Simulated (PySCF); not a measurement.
Correlation energy of Mo (molybdenum, neutral)

[Kr] 4d5 5s1, high-spin 7S determinant. Calculation: PySCF 2.14, in ANO-RCC-VTZP (7s6p4d2f1g, 68 functions); scalar relativity by spin-free X2C-1e. Frozen: [Ar] 3d10; 14 electrons correlated.

```csv
level,correlation energy (mhartree)
CCSD,-387.72
(T),-11.31
CCSD(T),-399.03
```

Diagnostics: T1 = 0.011, D1 = 0.0520, largest double amplitude 0.024.

Problem. Is a single reference adequate?

Solution. Yes, within this model without spin-orbit coupling: T1 lies below 0.03 and no double amplitude reaches 0.07.
